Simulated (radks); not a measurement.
Results of a calculation; reference values are marked as such.
Ru+, 43 electrons, occupied as [Kr] 4d6 5p1 (not the ground configuration).

Code: a radial shooting solver on a logarithmic mesh with Libxc functionals. Model: scalar-relativistic Kohn-Sham, PBE, spin-polarised, spherical densities, point nucleus; open shells are filled with parallel spins first (spin-orbit coupling, left out, can overturn this in heavy ions).

Energy parts (eV):
| part | energy |
|---|---|
| total | -123276.518 |
| kinetic | 127482.167 |
| electron-nucleus | -296872.058 |
| Hartree | 49735.448 |
| exchange-correlation | -3622.076 |

Orbitals (lengths in bohr, moments of r in powers of bohr):
orbital,occ.,eigenvalue (eV),<r^4>,<r^2>
1s up,1,-21949.83,5.908e-06,0.001510
1s down,1,-21949.83,5.908e-06,0.001510
2s up,1,-3166.783,0.001076,0.02501
2s down,1,-3166.210,0.001076,0.02501
2p up,3,-2837.392,0.0007709,0.01969
2p down,3,-2836.955,0.0007706,0.01969
3s up,1,-567.9220,0.05314,0.1856
3s down,1,-567.6226,0.05306,0.1856
3p up,3,-459.7211,0.05786,0.1889
3p down,3,-459.3790,0.05772,0.1888
3d up,5,-285.7154,0.05971,0.1768
3d down,5,-285.1835,0.05941,0.1766
4s up,1,-89.8242,2.075,1.173
4s down,1,-87.0780,2.044,1.164
4p up,3,-59.8137,3.289,1.443
4p down,3,-56.8732,3.257,1.433
4d up,5,-17.7263,15.92,2.865
4d down,1,-14.6768,17.95,2.984
5p up,1,-8.1701,340.9,14.69
5p down,0,-6.4553,398.4,15.76

The highest occupied level is 5p up at -8.170 eV. Spin moment in Bohr magnetons: 5.
